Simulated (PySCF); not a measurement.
## Basis-set dependence of population analyses: 2-fluoropyridine

Compound: 2-fluoropyridine, C5H4FN.
Atom-mapped SMILES: `[F:1][c:2]1[cH:3][cH:4][cH:5][cH:6][n:7]1` (hydrogens: H8 on C3; H9 on C4; H10 on C5; H11 on C6)

PBE0 throughout (PySCF), one geometry, spherical d and f functions. Isolated species at its PBE0-D3(BJ)/def2-SVP geometry, gas phase. The first 7 of 11 kinds of atom are listed.

Mulliken charges (e):

```json
{"basis": "STO-3G", "functions": "39", "F1": "-0.057", "C2": "+0.198", "C3": "-0.111", "C4": "-0.072", "C5": "-0.098", "C6": "+0.012", "N7": "-0.259"}
{"basis": "pcSseg-0", "functions": "71", "F1": "-0.335", "C2": "+0.622", "C3": "-0.278", "C4": "-0.194", "C5": "-0.303", "C6": "+0.109", "N7": "-0.660"}
{"basis": "6-31G", "functions": "71", "F1": "-0.294", "C2": "+0.425", "C3": "-0.186", "C4": "-0.153", "C5": "-0.169", "C6": "-0.021", "N7": "-0.388"}
{"basis": "6-31G*", "functions": "106", "F1": "-0.298", "C2": "+0.556", "C3": "-0.271", "C4": "-0.132", "C5": "-0.195", "C6": "-0.006", "N7": "-0.415"}
{"basis": "cc-pVDZ", "functions": "118", "F1": "-0.150", "C2": "+0.270", "C3": "-0.095", "C4": "+0.065", "C5": "-0.082", "C6": "+0.111", "N7": "-0.226"}
{"basis": "def2-SVP", "functions": "118", "F1": "-0.181", "C2": "+0.265", "C3": "-0.117", "C4": "+0.040", "C5": "-0.071", "C6": "+0.055", "N7": "-0.162"}
{"basis": "pcSseg-1", "functions": "139", "F1": "-0.253", "C2": "+0.532", "C3": "-0.244", "C4": "-0.013", "C5": "-0.195", "C6": "+0.142", "N7": "-0.432"}
{"basis": "aug-cc-pVDZ", "functions": "197", "F1": "-0.535", "C2": "+0.386", "C3": "+0.890", "C4": "+0.312", "C5": "+1.189", "C6": "+0.050", "N7": "-0.297"}
{"basis": "6-311+G(2d,p)", "functions": "213", "F1": "-0.294", "C2": "+0.356", "C3": "+0.073", "C4": "-0.109", "C5": "-0.049", "C6": "-0.087", "N7": "-0.383"}
{"basis": "def2-TZVP", "functions": "241", "F1": "-0.162", "C2": "+0.255", "C3": "-0.187", "C4": "-0.112", "C5": "-0.109", "C6": "-0.043", "N7": "-0.182"}
{"basis": "cc-pVTZ", "functions": "266", "F1": "-0.137", "C2": "+0.244", "C3": "-0.220", "C4": "-0.089", "C5": "-0.145", "C6": "-0.041", "N7": "-0.144"}
{"basis": "IGLO-III", "functions": "285", "F1": "-0.215", "C2": "+0.389", "C3": "-0.139", "C4": "-0.043", "C5": "-0.106", "C6": "+0.052", "N7": "-0.368"}
{"basis": "pcSseg-2", "functions": "308", "F1": "-0.239", "C2": "+0.398", "C3": "-0.141", "C4": "+0.049", "C5": "-0.103", "C6": "+0.133", "N7": "-0.278"}
```

IAO charges (e):

```csv
basis,functions,F1,C2,C3,C4,C5,C6,N7
STO-3G,39,-0.073,+0.219,-0.190,-0.118,-0.166,-0.050,-0.210
pcSseg-0,71,-0.228,+0.366,-0.214,-0.115,-0.191,-0.017,-0.270
6-31G,71,-0.240,+0.367,-0.210,-0.118,-0.187,-0.025,-0.269
6-31G*,106,-0.251,+0.416,-0.214,-0.108,-0.190,+0.001,-0.293
cc-pVDZ,118,-0.251,+0.416,-0.218,-0.111,-0.193,0.000,-0.288
def2-SVP,118,-0.252,+0.412,-0.214,-0.107,-0.189,+0.002,-0.285
pcSseg-1,139,-0.257,+0.415,-0.217,-0.111,-0.194,0.000,-0.292
aug-cc-pVDZ,197,-0.265,+0.421,-0.218,-0.112,-0.196,0.000,-0.296
"6-311+G(2d,p)",213,-0.265,+0.422,-0.218,-0.112,-0.195,+0.001,-0.297
def2-TZVP,241,-0.265,+0.427,-0.220,-0.112,-0.196,+0.002,-0.297
cc-pVTZ,266,-0.263,+0.426,-0.220,-0.112,-0.196,+0.001,-0.296
IGLO-III,285,-0.266,+0.424,-0.219,-0.113,-0.197,0.000,-0.297
pcSseg-2,308,-0.265,+0.426,-0.220,-0.112,-0.197,+0.001,-0.297
```

Hirshfeld charges (e):

| basis | functions | F1 | C2 | C3 | C4 | C5 | C6 | N7 |
| --- | --- | --- | --- | --- | --- | --- | --- | --- |
| STO-3G | 39 | -0.015 | +0.136 | -0.053 | -0.010 | -0.040 | +0.043 | -0.198 |
| pcSseg-0 | 71 | -0.076 | +0.141 | -0.068 | -0.022 | -0.056 | +0.026 | -0.172 |
| 6-31G | 71 | -0.084 | +0.140 | -0.063 | -0.023 | -0.054 | +0.026 | -0.186 |
| 6-31G* | 106 | -0.072 | +0.143 | -0.064 | -0.022 | -0.057 | +0.026 | -0.185 |
| cc-pVDZ | 118 | -0.067 | +0.137 | -0.069 | -0.024 | -0.060 | +0.024 | -0.165 |
| def2-SVP | 118 | -0.074 | +0.145 | -0.069 | -0.024 | -0.059 | +0.026 | -0.171 |
| pcSseg-1 | 139 | -0.077 | +0.145 | -0.068 | -0.025 | -0.059 | +0.025 | -0.177 |
| aug-cc-pVDZ | 197 | -0.080 | +0.142 | -0.068 | -0.028 | -0.062 | +0.021 | -0.177 |
| 6-311+G(2d,p) | 213 | -0.082 | +0.140 | -0.066 | -0.026 | -0.060 | +0.022 | -0.178 |
| def2-TZVP | 241 | -0.080 | +0.142 | -0.068 | -0.026 | -0.061 | +0.023 | -0.176 |
| cc-pVTZ | 266 | -0.076 | +0.142 | -0.069 | -0.026 | -0.061 | +0.023 | -0.173 |
| IGLO-III | 285 | -0.080 | +0.142 | -0.068 | -0.026 | -0.061 | +0.022 | -0.176 |
| pcSseg-2 | 308 | -0.082 | +0.144 | -0.068 | -0.026 | -0.061 | +0.022 | -0.177 |

ESP-fitted charges (e):

| basis | functions | F1 | C2 | C3 | C4 | C5 | C6 | N7 |
| --- | --- | --- | --- | --- | --- | --- | --- | --- |
| STO-3G | 39 | -0.160 | +0.770 | -0.552 | +0.270 | -0.460 | +0.439 | -0.662 |
| pcSseg-0 | 71 | -0.335 | +1.093 | -0.780 | +0.314 | -0.660 | +0.539 | -0.826 |
| 6-31G | 71 | -0.324 | +1.020 | -0.714 | +0.309 | -0.629 | +0.525 | -0.793 |
| 6-31G* | 106 | -0.228 | +0.817 | -0.628 | +0.265 | -0.578 | +0.443 | -0.671 |
| cc-pVDZ | 118 | -0.234 | +0.799 | -0.614 | +0.252 | -0.556 | +0.409 | -0.631 |
| def2-SVP | 118 | -0.259 | +0.870 | -0.651 | +0.283 | -0.586 | +0.463 | -0.685 |
| pcSseg-1 | 139 | -0.271 | +0.927 | -0.703 | +0.304 | -0.638 | +0.495 | -0.732 |
| aug-cc-pVDZ | 197 | -0.272 | +0.905 | -0.683 | +0.304 | -0.623 | +0.457 | -0.698 |
| 6-311+G(2d,p) | 213 | -0.270 | +0.890 | -0.672 | +0.285 | -0.613 | +0.440 | -0.688 |
| def2-TZVP | 241 | -0.261 | +0.876 | -0.665 | +0.289 | -0.609 | +0.446 | -0.683 |
| cc-pVTZ | 266 | -0.250 | +0.850 | -0.650 | +0.285 | -0.598 | +0.442 | -0.670 |
| IGLO-III | 285 | -0.266 | +0.883 | -0.666 | +0.295 | -0.609 | +0.452 | -0.690 |
| pcSseg-2 | 308 | -0.281 | +0.929 | -0.693 | +0.309 | -0.625 | +0.471 | -0.713 |

Q: Which scheme is steadiest as the basis changes?

A: Largest range over the bases for any column: Hirshfeld 0.07 e, IAO 0.21 e, ESP-fitted 0.32 e, Mulliken 1.49 e. Hirshfeld charges move least and Mulliken charges most, counted in e. Without the minimal STO-3G basis the ranges are Hirshfeld 0.02, IAO 0.06, ESP-fitted 0.29, Mulliken 1.49 e.

Q: How much do the charges still move between the two largest bases, IGLO-III and pcSseg-2?

A: At most, over all atoms: Mulliken 0.092 e, IAO 0.002 e, Hirshfeld 0.002 e, ESP-fitted 0.046 e.

Q: What do the same runs give for the total energy, the frontier levels and the dipole moment?

A: 
| basis | energy (Eh) | HOMO (eV) | LUMO (eV) | μ (D) |
| --- | --- | --- | --- | --- |
| STO-3G | -342.6515 | -5.16 | 1.99 | 2.16 |
| pcSseg-0 | -346.3463 | -7.92 | -1.14 | 3.71 |
| 6-31G | -347.0467 | -7.62 | -0.82 | 3.73 |
| 6-31G* | -347.1392 | -7.35 | -0.70 | 3.05 |
| cc-pVDZ | -347.1694 | -7.46 | -0.86 | 2.94 |
| def2-SVP | -346.8911 | -7.60 | -0.98 | 3.11 |
| pcSseg-1 | -347.1071 | -7.70 | -1.12 | 3.27 |
| aug-cc-pVDZ | -347.1899 | -7.63 | -1.14 | 3.24 |
| 6-311+G(2d,p) | -347.2457 | -7.64 | -1.15 | 3.29 |
| def2-TZVP | -347.2776 | -7.61 | -1.09 | 3.18 |
| cc-pVTZ | -347.2647 | -7.57 | -1.03 | 3.09 |
| IGLO-III | -347.2824 | -7.63 | -1.15 | 3.22 |
| pcSseg-2 | -347.2761 | -7.66 | -1.15 | 3.26 |

The dipole is fixed by the density alone, so its range of 1.57 D shows that the density itself changes with the basis, not only its division among atoms.
